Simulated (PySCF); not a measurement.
**Spinor energies of Os⁴⁰⁺ (osmium, charge +40)**

Start: [Kr]. Calculated with PySCF 2.14 in an uncontracted even-tempered set (19 s from 2 bohr⁻², ratio 2.6; 16 p from 2.6 bohr⁻², ratio 2.6; 11 d from 2.6 bohr⁻², ratio 2.6; 5 f from 2.7 bohr⁻², ratio 2.8): generalised Hartree-Fock with the X2C-1e Hamiltonian and a Gaussian nucleus; spin-orbit coupling (SO) screened by Boettger's factors.

```
spinor shell  electrons  ε, screened SO (eV)  weight of nominal j (screened SO)  rms radius, screened SO (bohr)
       1s1/2          2             -76089.2                              1.000                          0.0201
       2s1/2          2             -14908.9                              1.000                          0.0809
       2p1/2          2             -14331.9                              1.000                          0.0686
       2p3/2          4             -12793.4                              1.000                          0.0763
       3s1/2          2              -4877.0                              1.000                           0.204
       3p1/2          2              -4623.3                              1.000                           0.195
       3p3/2          4              -4271.6                              1.000                           0.210
       3d3/2          4              -3857.3                              1.000                           0.184
       4s1/2          2              -2223.1                              1.000                           0.418
       4p1/2          2              -2105.7                              1.000                           0.415
       4p3/2          4              -1995.9                              1.000                           0.438
```

Problem. Where does 3d5/2 lie, and what is the 3d spin-orbit splitting (screened SO)?

Solution. At -3781.4 eV, 75.914 eV above 3d3/2.

```
   quantity   screened SO
E (hartree)  -16267.23539
        M_J             0
       ⟨J²⟩         0.000
       ⟨L²⟩         0.089
       ⟨S²⟩         0.089
```

Breit and QED terms are absent; they matter most for the inner s and p1/2 levels.

Densities and radii are taken from the X2C orbitals without a picture-change correction, which distorts them close to the nucleus.
